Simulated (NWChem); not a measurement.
System: SiHOF, singlet; SMILES [Si](F)O

Here is an NWChem input.

```
start job
memory heap 200 mb stack 700 mb global 900 mb
geometry units angstroms
  Si     0.621402     0.012452     0.000000
  F     -0.421107    -1.259105     0.000000
  O     -0.449328     1.276047     0.000000
  H     -1.397858     1.088559     0.000000
end
basis spherical
  Si library def2-svp
  F library def2-svp
  O library def2-svp
  H library def2-svp
end
dft
  xc becke88 lyp
  iterations 150
end
driver
  maxiter 120
end
task dft optimize
task dft freq
```

Parts of the log:

```
             Northwest Computational Chemistry Package (NWChem) 7.3.0
             --------------------------------------------------------

 CS  symmetry detected

                             Geometry "geometry" -> ""
                             -------------------------

 Output coordinates in angstroms (scale by  1.889725989 to convert to a.u.)

  No.       Tag          Charge          X              Y              Z
 ---- ---------------- ---------- -------------- -------------- --------------
    1 Si                  14.0000     0.62404027     0.00169647     0.00000000
    2 F                    9.0000    -0.43145856    -1.25909868     0.00000000
    3 O                    8.0000    -0.43367036     1.27620942     0.00000000
    4 H                    1.0000    -1.38407386     1.09846211     0.00000000

 Effective nuclear repulsion energy (a.u.)     100.8521490423

      Symmetry information
      --------------------

 Group name             Cs
 Group number              2
 Group order               2
 No. of unique centers     4

                                Z-matrix (autoz)
                                --------

 Units are Angstrom for bonds and degrees for angles

      Type          Name      I     J     K     L     M      Value
      ----------- --------  ----- ----- ----- ----- ----- ----------
    1 Stretch                  1     2                       1.64429
    2 Stretch                  1     3                       1.65624
    3 Stretch                  3     4                       0.96688
    4 Bend                     1     3     4               119.09583
    5 Bend                     2     1     3               100.37589
    6 Torsion                  2     1     3     4           0.00000

                           NWChem Geometry Optimization
                           ----------------------------

 maximum gradient threshold         (gmax) =   0.000450
 rms gradient threshold             (grms) =   0.000300
 maximum cartesian step threshold   (xmax) =   0.001800
 rms cartesian step threshold       (xrms) =   0.001200
 fixed trust radius                (trust) =   0.300000
 source of zmatrix                         =   autoz

          -------------------
          Energy Minimization
          -------------------

 Using diagonal initial Hessian
 Scaling for Hessian diagonals: bonds = 1.00  angles = 0.25  torsions = 0.10

          --------
          Step   0

                                 NWChem DFT Module
                                 -----------------

 Summary of "ao basis" -> "ao basis" (spherical)
 ------------------------------------------------------------------------------
       Tag                 Description            Shells   Functions and Types
 ---------------- ------------------------------  ------  ---------------------
 Si                         def2-svp                 8       18   4s3p1d
 F                          def2-svp                 6       14   3s2p1d
 O                          def2-svp                 6       14   3s2p1d
 H                          def2-svp                 3        5   2s1p

      Symmetry analysis of basis
      --------------------------

        a'         37
        a"         14

            General Information
            -------------------
          SCF calculation type: DFT
          Wavefunction type:  closed shell.
          No. of atoms     :     4
          No. of electrons :    32
           Alpha electrons :    16
            Beta electrons :    16
          Charge           :     0
          Spin multiplicity:     1
          Use of symmetry is: on ; symmetry adaption is: on
          Maximum number of iterations: 150
          AO basis - number of functions:    51
                     number of shells:    23
          Convergence on energy requested:  1.00D-06
          Convergence on density requested:  1.00D-05
          Convergence on gradient requested:  5.00D-04

              XC Information
              --------------
                    Becke 1988 Exchange Functional  1.000
              Lee-Yang-Parr Correlation Functional  1.000

[...]

      ----------------------
      Optimization converged
      ----------------------

  Step       Energy      Delta E   Gmax     Grms     Xrms     Xmax
  ---- ---------------- -------- -------- -------- -------- --------
@    7    -464.98534892 -2.0D-08  0.00005  0.00003  0.00011  0.00028
                                     ok       ok       ok       ok

                                Z-matrix (autoz)
                                --------

 Units are Angstrom for bonds and degrees for angles

      Type          Name      I     J     K     L     M      Value     Gradient
      ----------- --------  ----- ----- ----- ----- ----- ---------- ----------
    1 Stretch                  1     2                       1.66476   -0.00003
    2 Stretch                  1     3                       1.68085    0.00005
    3 Stretch                  3     4                       0.98099    0.00003
    4 Bend                     1     3     4               118.30427    0.00000
    5 Bend                     2     1     3               101.17208   -0.00000
    6 Torsion                  2     1     3     4           0.00000    0.00000

                         Geometry "geometry" -> "geometry"
                         ---------------------------------

 Output coordinates in angstroms (scale by  1.889725989 to convert to a.u.)

  No.       Tag          Charge          X              Y              Z
 ---- ---------------- ---------- -------------- -------------- --------------
    1 Si                  14.0000     0.63165253    -0.00323879     0.00000000
    2 F                    9.0000    -0.42788031    -1.28729965     0.00000000
    3 O                    8.0000    -0.43297608     1.29746289     0.00000000
    4 H                    1.0000    -1.39595865     1.11034488     0.00000000

 Effective nuclear repulsion energy (a.u.)      99.4126897569

      Symmetry information
      --------------------

 Group name             Cs
 Group number              2
 Group order               2
 No. of unique centers     4

                Final and change from initial internal coordinates
                --------------------------------------------------

                                Z-matrix (autoz)
                                --------

 Units are Angstrom for bonds and degrees for angles

      Type          Name      I     J     K     L     M      Value       Change
      ----------- --------  ----- ----- ----- ----- ----- ---------- ----------
    1 Stretch                  1     2                       1.66476    0.02047
    2 Stretch                  1     3                       1.68085    0.02461
    3 Stretch                  3     4                       0.98099    0.01411
    4 Bend                     1     3     4               118.30427   -0.79155
    5 Bend                     2     1     3               101.17208    0.79619
    6 Torsion                  2     1     3     4           0.00000    0.00000

[...]

 Rotational Constants
 --------------------
 A=   0.860968 cm-1  (  1.238713 K)
 B=   0.283133 cm-1  (  0.407356 K)
 C=   0.213065 cm-1  (  0.306547 K)

 Temperature                      =   298.15K
 frequency scaling parameter      =   1.0000

 Zero-Point correction to Energy  =    9.690 kcal/mol  (  0.015442 au)
 Thermal correction to Energy     =   12.036 kcal/mol  (  0.019181 au)
 Thermal correction to Enthalpy   =   12.629 kcal/mol  (  0.020125 au)

 Total Entropy                    =   64.118 cal/mol-K
   - Translational                =   38.370 cal/mol-K (mol. weight =  63.9781)
   - Rotational                   =   22.946 cal/mol-K (symmetry #  =        1)
   - Vibrational                  =    2.803 cal/mol-K

 Cv (constant volume heat capacity) =   10.929 cal/mol-K
   - Translational                  =    2.979 cal/mol-K
   - Rotational                     =    2.979 cal/mol-K
   - Vibrational                    =    4.970 cal/mol-K

[normal modes left out]

 ----------------------------------------------------------------------------
 Normal Eigenvalue ||           Projected Infra Red Intensities
  Mode   [cm**-1]  || [atomic units] [(debye/angs)**2] [(KM/mol)] [arbitrary]
 ------ ---------- || -------------- ----------------- ---------- -----------
    1       -0.000 ||    0.000182           0.004         0.177       0.040
    2        0.000 ||    0.000158           0.004         0.154       0.035
    3        0.000 ||    0.001001           0.023         0.976       0.221
    4        0.000 ||    0.000740           0.017         0.722       0.164
    5        0.000 ||    0.000083           0.002         0.081       0.018
    6        0.000 ||    0.000247           0.006         0.241       0.055
    7      287.693 ||    0.038636           0.891        37.665       8.535
    8      509.722 ||    0.156726           3.616       152.784      34.621
    9      695.929 ||    0.081227           1.874        79.184      17.943
   10      810.533 ||    0.149774           3.455       146.008      33.085
   11      846.939 ||    0.069533           1.604        67.784      15.360
   12     3630.698 ||    0.044926           1.036        43.796       9.924
 ----------------------------------------------------------------------------
```

Level: BLYP/def2-SVP. Low-valent species are run as closed-shell singlets; no triplet was tried in these runs.
